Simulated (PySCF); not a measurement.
CH3BrOSe, SMILES CO[Se]Br.

Coordinates come from a PBE0-D3(BJ)/def2-SVP optimisation. The structure was generated by enumeration, and PubChem lists no compound with its InChIKey, so it may never have been made. The values are those of a single conformer.

The numbers are results of TDA-M06-2X/def2-SVPD (PySCF), not measurements.

Vertical excitations. Isolated molecule, no solvent.

```tsv
state	energy (eV)	λ (nm)	f	main pairs
S1	2.71	458	0.001	HOMO→LUMO 97 %
S2	4.00	310	0.001	HOMO→LUMO+1 92 %
S3	4.91	253	0.004	HOMO−1→LUMO 96 %
S4	5.31	233	0.009	HOMO−3→LUMO 48 %, HOMO−2→LUMO 47 %
S5	5.99	207	0.069	HOMO−3→LUMO 36 %, HOMO−2→LUMO 34 %, HOMO−1→LUMO+1 15 %, HOMO−2→LUMO+1 7 %
S6	6.00	207	0.014	HOMO−2→LUMO+1 75 %
S7	6.31	196	0.018	HOMO→LUMO+2 86 %
S8	6.82	182	0.032	HOMO→LUMO+3 62 %, HOMO−4→LUMO 16 %, HOMO−1→LUMO+1 10 %
S9	6.85	181	0.035	HOMO−4→LUMO 38 %, HOMO→LUMO+3 26 %, HOMO−1→LUMO+1 23 %
S10	7.03	176	0.001	HOMO−3→LUMO+1 64 %
T1	2.07	599	0	HOMO→LUMO 97 %
T2	3.21	386	0	HOMO→LUMO+1 89 %
T3	4.35	285	0	HOMO−1→LUMO 95 %
T4	4.66	266	0	HOMO−2→LUMO 84 %
```
Triplets are in the Tamm–Dancoff approximation.
